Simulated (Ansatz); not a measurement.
System (SMILES): [GeH] (GeH), doublet.
Atoms: Ge1, H2. Bonds: Ge1-H2.

Basis-set convergence of the highest harmonic wavenumber at MP2 with Ansatz (an electronic-structure program). Each level at its own minimum, finite differences of forces, unscaled; the reference is a large set that could be run, not a limit. Cartesian d functions, on some or all atoms, in 3-21G, 6-31G, 6-31G*, 6-31G**; all else is spherical. Cores are frozen (with 3d on Ga to Br). Open shells are unrestricted. No added dispersion term, no relativity. Reference: the value in def2-QZVPPD, 1966 cm⁻¹, itself unsure by roughly 3 cm⁻¹ (its mean distance from pcseg-3, def2-QZVPP, cc-pVQZ). Deviations are taken from unrounded values.

```csv
basis,functions
STO-3G,19
3-21G,25
6-31G,31
6-31G*,37
6-31G**,40
6-311G**,50
```

### Question
Which is the smallest Pople set listed that can be trusted to 50 cm⁻¹ here, that is, within that of the reference together with its larger relatives (same family, alike in diffuse functions; a set with none to test it counts only in the reference's own line)?

### Answer
The smallest set listed that lies within 50 cm⁻¹ of the reference with all its larger relatives (same family, alike in diffuse functions; a set with none counts only in the reference's own line) is 6-31G* (37 functions, -37 cm⁻¹ off). Value minus reference: STO-3G 182, 3-21G -139, 6-31G -150, 6-31G* -37, 6-31G** 12, 6-311G** 1 cm⁻¹.
